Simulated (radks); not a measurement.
Values are calculated unless marked as measured or tabulated.
Numerical settings for the rhodium ion Rh41+, [He] 2s2. Level of theory: Dirac Kohn-Sham, PBE, spin-unpolarised, spherical densities, finite nucleus; Fermi nuclear charge, rms radius 4.4945 fm (a radial shooting solver on a logarithmic mesh with Libxc functionals). The defaults (mesh step 0.008 in ln r, mesh end at 40 bohr or more with all orbitals vanishing there, Anderson mixing 0.5 over 9 steps, residual threshold near 1e-9 with the energy settled to 1e-9 hartree or 1e-11 of itself, here a cap of 99 iterations) give E = -2533.8247 hartree and 2s1/2 at -6377.2 eV in 13 iterations. Run on one thread of a shared host, so times are rough (Arm Neoverse V1): 0.03 s of CPU time, 0.03 s wall, 13 iterations on 2189 mesh points. Changes against that run (0 stands for a change within the tolerance of the run):

setting,iterations,converged,E (mhartree),e(2s1/2) (meV),CPU (s)
mesh step in ln r 0.003,13,yes,0,0,0.06
mesh step in ln r 0.02,13,yes,0,0,0.01
mesh step in ln r 0.005,13,yes,0,0,0.04
mesh end (bohr) 1,13,yes,0,0,0.02
mesh end (bohr) 3,13,yes,0,0,0.03
residual threshold 1e-13,99,no,0,0,0.15
residual threshold 1e-05,7,yes,0,+0.00699,0.02
mixing 1.5,13,yes,0,0,0.03
"linear mixing, mixing 0.05",99,no,+0.0235,-3.01e+03,0.15
"linear mixing, mixing 0.5",34,yes,0,0,0.05
mixing history 3,14,yes,0,0,0.03
iteration cap 5,5,no,0,+2.11,0.01

No run marked as converged misses the energy by more than 1 mhartree. A mesh that ends early acts as a hard wall.
